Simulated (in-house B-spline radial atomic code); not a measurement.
Values are calculated unless marked as measured or tabulated.
C6 from the polarisability at imaginary frequency: the selenium ion Se⁴⁺

BLYP linear response of the closed shell [Ar] 3d10 4s2, from a B-spline radial code for spherical atoms; scalar-relativistic (spin-free one-electron X2C), finite nucleus, no spin-orbit coupling; shells from n = 2 respond.

The dispersion coefficient of two like species is C6 = (3/π) ∫ α(iu)² du from 0 to ∞.

| u (hartree) | α(iu) (bohr³) |
| --- | --- |
| 0 | 4.63 |
| 0.335 | 3.698 |
| 0.783 | 2.072 |
| 1.34 | 1.162 |
| 2.24 | 0.6528 |
| 3.35 | 0.4214 |
| 5.03 | 0.2686 |
| 7.83 | 0.1574 |
| 11.2 | 0.09727 |
| 16.8 | 0.05331 |
| 28 | 0.02328 |
| 55.9 | 0.007014 |

(1) Fit one oscillator, α(iu) = α(0)/(1 + u²/ω²), through u = 0.335 and estimate C6.

(2) How does that compare with the full integral?

Results:

(1) From α(0)/α(iu) − 1 = 4.63/3.698 − 1 = 0.2520, ω = u/√0.2520 = 0.6673 hartree (18.2 eV). London's formula gives C6 = (3/4) α(0)² ω = 0.75 × 4.63² × 0.6673 = 10.73 hartree·bohr⁶, and the oscillator holds f = α(0) ω² = 2.06 electrons, of a sum of oscillator strengths of 28.6.

(2) The program's quadrature over all excitations gives C6 = 12.03, so the single oscillator is off by -10.8 %. At the last point the fit gives α = 0.00066 against 0.00701: higher excitations, and deeper shells where there are any, keep the true curve higher at large u.
